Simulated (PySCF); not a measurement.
B$_{2}$H$_{3}$ (calculated)

Computed with PySCF 2.14.0. Calculation on a computer-drawn molecule: vertical ionisation energy to the stated ion spin, frozen-core CCSD(T) at the basis limit and cheaper methods, single-reference cases, UHF for radicals, no spin-orbit; all values are single points at the evaluated structure, the first of each entry, which is the reference or a displaced copy of it and isn't optimised; the reference structure only sets the zero of the energies above reference; triples share is (T) over the correlation energy.

Common to all runs: charge 0; multiplicity 2; ion multiplicity 1; diffuse functions no; basis cc-pVnZ; reference is the Hartree-Fock double-zeta minimum; best is HF at quadruple zeta + MP2 correlation extrapolated from triple and quadruple zeta + CCSD(T) minus MP2 at triple zeta; basis step is the size of the change from the same recipe one zeta lower.

```json
{"entry": 1, "formula": "B2H3", "evaluated_structure": {"atoms_angstrom": [["B", -0.0359, -0.6188, 0.5917], ["B", -0.4103, 0.4301, 1.9828], ["H", 0.1361, -1.4102, -0.288], ["H", -1.4931, 0.602, 2.4351], ["H", 0.5152, 1.1644, 2.4041]]}, "reference_structure": {"atoms_angstrom": [["B", -0.0584, -0.6571, 0.606], ["B", -0.3229, 0.3559, 1.8146], ["H", 0.1372, -1.4049, -0.2895], ["H", -1.4236, 0.4655, 2.2843], ["H", 0.5774, 1.0145, 2.2618]]}, "given": {"drawn_bonds_atom": [1, 1, 2, 2], "drawn_bonds_other_atom": [2, 3, 4, 5], "drawn_bonds_order": [1, 1, 1, 1]}, "results": {"ionisation_energy_best [eV]": 8.31, "ionisation_energy_basis_step [eV]": 0.02103, "energy_above_reference_best [kcal/mol]": 11.31, "energy_above_reference_basis_step [kcal/mol]": 0.311, "triple_zeta_method": ["HF", "PBE", "r2SCAN", "B3LYP", "wB97X", "MP2", "CCSD", "CCSD(T)"], "triple_zeta_ionisation_energy [eV]": [7.557, 8.623, 8.662, 8.499, 8.292, 8.175, 8.197, 8.264], "triple_zeta_energy_above_reference [kcal/mol]": [10.28, 11.29, 11.99, 11.87, 11.71, 11.52, 10.84, 10.75], "total_energy_HF_triple_zeta [hartree]": -51.0191, "total_energy_CCSD(T)_triple_zeta [hartree]": -51.2372, "total_energy_best [hartree]": -51.2598, "T1_diagnostic_at_triple_zeta": 0.02262, "D1_diagnostic_at_triple_zeta": 0.07712, "spin_squared_at_triple_zeta": 0.7605, "ion_T1_diagnostic_at_triple_zeta": 0.01224, "ion_D1_diagnostic_at_triple_zeta": 0.02987, "triples_share_at_triple_zeta": 0.03198, "basis_functions_triple_zeta": 102, "dipole_magnitude_HF_at_triple_zeta [debye]": 1.026, "dipole_magnitude_CCSD_unrelaxed_at_triple_zeta [debye]": 1.324, "dipole_magnitude_PBE_at_triple_zeta [debye]": 1.378, "dipole_magnitude_r2SCAN_at_triple_zeta [debye]": 1.348, "dipole_magnitude_B3LYP_at_triple_zeta [debye]": 1.362, "dipole_magnitude_wB97X_at_triple_zeta [debye]": 1.339}}
{"entry": 2, "formula": "B2H3", "evaluated_structure": {"atoms_angstrom": [["B", -0.0359, -0.6188, 0.5917], ["B", -0.4223, 0.4636, 2.0273], ["H", 0.1361, -1.4102, -0.288], ["H", -1.5051, 0.6355, 2.4796], ["H", 0.5032, 1.1979, 2.4486]]}, "reference_structure": {"atoms_angstrom": [["B", -0.0584, -0.6571, 0.606], ["B", -0.3229, 0.3559, 1.8146], ["H", 0.1372, -1.4049, -0.2895], ["H", -1.4236, 0.4655, 2.2843], ["H", 0.5774, 1.0145, 2.2618]]}, "given": {"drawn_bonds_atom": [1, 1, 2, 2], "drawn_bonds_other_atom": [2, 3, 4, 5], "drawn_bonds_order": [1, 1, 1, 1]}, "results": {"ionisation_energy_best [eV]": 8.193, "ionisation_energy_basis_step [eV]": 0.02157, "energy_above_reference_best [kcal/mol]": 16.1, "energy_above_reference_basis_step [kcal/mol]": 0.3925, "triple_zeta_method": ["HF", "PBE", "r2SCAN", "B3LYP", "wB97X", "MP2", "CCSD", "CCSD(T)"], "triple_zeta_ionisation_energy [eV]": [7.434, 8.517, 8.553, 8.389, 8.171, 8.051, 8.078, 8.146], "triple_zeta_energy_above_reference [kcal/mol]": [14.86, 16.1, 16.97, 16.74, 16.65, 16.43, 15.54, 15.41], "total_energy_HF_triple_zeta [hartree]": -51.0118, "total_energy_CCSD(T)_triple_zeta [hartree]": -51.2298, "total_energy_best [hartree]": -51.2522, "T1_diagnostic_at_triple_zeta": 0.02408, "D1_diagnostic_at_triple_zeta": 0.08529, "spin_squared_at_triple_zeta": 0.7615, "ion_T1_diagnostic_at_triple_zeta": 0.0118, "ion_D1_diagnostic_at_triple_zeta": 0.02823, "triples_share_at_triple_zeta": 0.03225, "basis_functions_triple_zeta": 102, "dipole_magnitude_HF_at_triple_zeta [debye]": 0.8737, "dipole_magnitude_CCSD_unrelaxed_at_triple_zeta [debye]": 1.247, "dipole_magnitude_PBE_at_triple_zeta [debye]": 1.366, "dipole_magnitude_r2SCAN_at_triple_zeta [debye]": 1.314, "dipole_magnitude_B3LYP_at_triple_zeta [debye]": 1.315, "dipole_magnitude_wB97X_at_triple_zeta [debye]": 1.253}}
```
